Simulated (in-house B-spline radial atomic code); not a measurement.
**Two electrons outside the [Ar] 3d10 4s2 4p6 core: Cd XI (Cd10+)**

Computed with an all-electron radial atomic-structure program (B-spline basis): configuration interaction (CI) of the two valence electrons in the field of the frozen Dirac-Fock core, alone and with many-body perturbation theory for the core (screened one- and two-electron correlation potentials), Breit and QED terms; no-pair Dirac Hamiltonian, finite nucleus. Labels give the configuration (outer n counted up each series) and the leading LS term, or the jj pair where no LS term holds 70 %.

Command:
```bash
python run_mb.py task.json out
```
Settings (nuclear radius in fm, box in bohr, cutoff in hartree):
```
basis_form          3
Z                   48
core_configuration  [Ar] 3d10 4s2 4p6
rms_radius          4.6087
mass_number         114
speed_of_light      137.036
box_radius          7.5
lmax                6
intervals           61
virtual_cutoff      4608.0
```

Cost of the run: 2.1 min on 1 thread of Arm Neoverse V1, with other jobs on the host.

Excitation energies (cm⁻¹):

```json
{"level": "4d2 3F2", "purity of the LS term": "0.943", "CI alone": "0", "CI + MBPT + Breit + QED": "0", "Landé g of the LS mixture": "0.69"}
{"level": "4d2 3F3", "purity of the LS term": "1.0", "CI alone": "6740", "CI + MBPT + Breit + QED": "6791", "Landé g of the LS mixture": "1.08"}
{"level": "4d2 3F4", "purity of the LS term": "0.965", "CI alone": "?", "CI + MBPT + Breit + QED": "?", "Landé g of the LS mixture": "?"}
{"level": "4d2 3P0", "purity of the LS term": "0.97", "CI alone": "21364", "CI + MBPT + Breit + QED": "20894", "Landé g of the LS mixture": "-"}
{"level": "4d2 (3/2,5/2)2", "purity of the LS term": "0.568 (1D)", "CI alone": "21576", "CI + MBPT + Breit + QED": "21470", "Landé g of the LS mixture": "1.18"}
{"level": "4d2 3P1", "purity of the LS term": "1.0", "CI alone": "24795", "CI + MBPT + Breit + QED": "24254", "Landé g of the LS mixture": "1.50"}
{"level": "4d2 (5/2,5/2)2", "purity of the LS term": "0.61 (3P)", "CI alone": "32136", "CI + MBPT + Breit + QED": "31958", "Landé g of the LS mixture": "1.30"}
{"level": "4d2 1G4", "purity of the LS term": "0.964", "CI alone": "35106", "CI + MBPT + Breit + QED": "32937", "Landé g of the LS mixture": "1.01"}
{"level": "4d2 1S0", "purity of the LS term": "0.969", "CI alone": "?", "CI + MBPT + Breit + QED": "?", "Landé g of the LS mixture": "?"}
```

Q: Where does 4d2 1S0 lie?

A: 68701 cm⁻¹ in CI alone and 72069 cm⁻¹ with all corrections.

Q: Where does 4d2 3F4 lie?

A: 13336 cm⁻¹ in CI alone and 13340 cm⁻¹ with all corrections; g = 1.24.

Q: What is the first ionisation energy?

A: 196.68 eV to the 4d3/2 state of the next ion (194.04 eV from CI alone). NIST lists 195 ± 2.4 eV (tabulated theory).
